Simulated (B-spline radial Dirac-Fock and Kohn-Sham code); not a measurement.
# Gd³⁺: eigenvalues, ΔSCF and the reference

System: the Gd³⁺ ion, configuration 1s2 2s2 2p6 3s2 3p6 3d10 4s2 4p6 4d10 4f6 5s2 5p6 5d1 (not the ground configuration).

The density-functional columns are spherical, spin-unpolarised Dirac-Kohn-Sham results without Breit or QED terms: −ε is minus the orbital energy of the initial state and ΔSCF the difference of two total energies. The reference in the last column comes from Dirac-Fock energy differences between relaxed states, corrected for Breit and QED terms. All numbers are from an atomic code on a B-spline grid, in eV; a selection of levels is shown. For the 1s level of heavy atoms much of the gap between ΔSCF and the reference is the Breit and QED part, -215.7 eV here; for other levels the error of the functional can be larger.

```
     level   LDA −ε  LDA ΔSCF  Dirac-Fock
    K (1s)  50028.2   50487.0     50284.2
   L1 (2s)   8285.9    8370.3      8430.0
L2 (2p1/2)   7873.3    7980.0      7979.2
L3 (2p3/2)   7178.4    7274.3      7291.6
   M1 (3s)   1863.6    1890.3      1936.2
M2 (3p1/2)   1684.2    1712.4      1741.9
M3 (3p3/2)   1541.8    1568.2      1598.5
M4 (3d3/2)   1230.5    1261.3      1267.0
M5 (3d5/2)   1199.4    1229.6      1236.6
   N1 (4s)    401.8     414.5       437.2
N2 (4p1/2)    331.9     344.4       360.0
N3 (4p3/2)    299.8     312.0       328.0
N4 (4d3/2)    184.3     196.0       199.4
N5 (4d5/2)    178.4     190.0       193.6
 N6,7 (4f)    41.12     51.35       47.82
   O1 (5s)    78.82     86.38       88.96
O2 (5p1/2)    58.71     65.78       64.40
O3 (5p3/2)    53.83     60.62       59.53
 O4,5 (5d)    26.76     32.08       30.95
```

Values without a named source are computed, but for edge energies of neutral atoms, which are taken from tables.
